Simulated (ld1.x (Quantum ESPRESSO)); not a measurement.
# What one change does to a pseudopotential (titanium (Ti), TM semilocal)

- Element: titanium (Ti)
- Generator: ld1.x (Quantum ESPRESSO) 7.5
- Type: norm-conserving Troullier–Martins (semilocal form)
- Functional: PBE
- Relativity: scalar-relativistic
- Frozen core: [Ar]
- Valence charge: 4
- Reference configuration: 3d2 4s1 4p0 (charge +1)
- Partial waves: 4p (bound, empty): rc 3.05 bohr; 3d (bound): rc 2.20 bohr; 4s (bound): rc 2.30 bohr
- Local potential: the s channel
- Core correction: none

Change: core correction a·sin(br)/r model core inside 1.32 bohr.

Cutoffs: the cutoffs (Ry, on a coarse ladder) from which the occupation-weighted sum of valence levels, in a spherical-Bessel basis at the reference potential, stays within 10 and 1 mRy of its value at 400 Ry; they do not see the model core or the augmentation charge, which bear on the density cutoff. Errors are all-electron minus pseudo energies relative to the spin-unpolarised reference configuration.

Question: How do hardness, ghosts and transferability respond?

Answer: The potential gets neither clearly harder nor softer (45 Ry and 55 Ry → 45 Ry and 55 Ry); of the 7 tests that both files solve, the error grows in 1 and shrinks in 5 by more than 15 % and 0.3 meV (median size 12.0 → 6.0 meV); neither file shows a bound ghost. A semilocal file is local in each channel, so a ghost entry of none says nothing of the separable form that plane-wave codes build from it. A model core, the more so a compact one, raises the density cutoff, which this test does not measure.

| quantity | base | changed |
| --- | --- | --- |
| cutoff, loose | 45 Ry | 45 Ry |
| cutoff, tight | 55 Ry | 55 Ry |
| bound ghosts | none | none |
| error for 3d2 4s2 4p0, meV [ΔE -7.35 eV] | +25 | -1.3 |
| error for 3d2 4s0 4p0, meV [ΔE 13.57 eV] | +157 | -12 |
| error for 3d1 4s0 4p0, meV [ΔE 40.52 eV] | +414 | -374 |
| error for 3d2 4s0 4p2, meV [ΔE -1.06 eV] | +12 | -6.0 |
| error for 3d2.5 4s1.5 4p0, meV [ΔE -6.99 eV] | +4.6 | -24 |
| error for 3d2 4s1.5 4p0, meV [ΔE -4.41 eV] | +10 | -0.4 |
| error for 3d2 4s1 4p1, meV [ΔE -4.27 eV] | +8.3 | -0.9 |
| s: phases at 3.29 bohr within 0.05 rad from the reference energy up to (Ry; the scan ends near 5) | 1.0 | 1.0 |
| p: phases at 3.29 bohr within 0.05 rad from the reference energy up to (Ry; the scan ends near 5) | 1.5 | 1.5 |
| d: phases at 3.29 bohr within 0.05 rad from the reference energy up to (Ry; the scan ends near 5) | 0.1 | 0.1 |
